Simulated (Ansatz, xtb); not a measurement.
The molecule NiH, multiplicity 2 (the spin of the measured ground state). No spin–orbit coupling. Ni is treated without relativity.

Constants: fifth-degree fit in 1/R to seven points, most abundant isotopes. Runs in def2 and cc sets follow the lowest solution found near the PBE0 minimum.

Correlated levels freeze the inner cores; with def2 sets outer-core shells near the valence are correlated too. CBS: X⁻³ extrapolation of the correlation energy, Hartree–Fock from the larger set.

Run with Ansatz (Gaussian orbitals); xtb for the GFN methods.  The GFN methods have no spin term and hold the electronic entropy of 300 K.

D_e counts from each atom's lowest state at the same level, without counterpoise or zero-point energy.

| level | r_e (Å) | ω_e (cm⁻¹) | ω_e x_e (cm⁻¹) | D_e (eV) | dipole (D) |
|---|---|---|---|---|---|
| GFN2-xTB | 1.515 | 1274 | 43 | - | - |
| PBE/def2-TZVPP | 1.468 | 1942 | 35 | 2.90 | 2.10 |
| B3LYP/def2-TZVPP | 1.472 | 1927 | 34 | 2.84 | 2.41 |
| CAM-B3LYP/def2-TZVPP | 1.469 | 1954 | 32 | 2.85 | 2.66 |
| wB97X-V/def2-TZVPP | 1.478 | … | 31 | 2.85 | 2.95 |
| wB97M-V/def2-TZVPP | 1.472 | 1947 | 33 | 2.95 | 2.82 |
| CCSD/def2-TZVPP | 1.516 | 1767 | 30 | 2.56 | - |
| CCSD(T)/CBS(def2-TZVPP, def2-QZVPP) | … | … | 52 | - | - |

What belongs in the gaps?


- CCSD(T)/CBS(def2-TZVPP, def2-QZVPP), r_e (Å): 1.488
- CCSD(T)/CBS(def2-TZVPP, def2-QZVPP), ω_e (cm⁻¹): 1987
- wB97X-V/def2-TZVPP, ω_e (cm⁻¹): 1936

Measured for the ground state: D_0 2.449 ± 0.083 eV (a handbook's tabulated 298 K bond energy less 3RT/2; such tables hold older values) [Luo, bond dissociation energies, CRC Handbook]. dipole 2.4 D [compilation of Liu, Meijer and Pérez-Ríos].

Ansatz is a quantum-chemistry and plane-wave program.
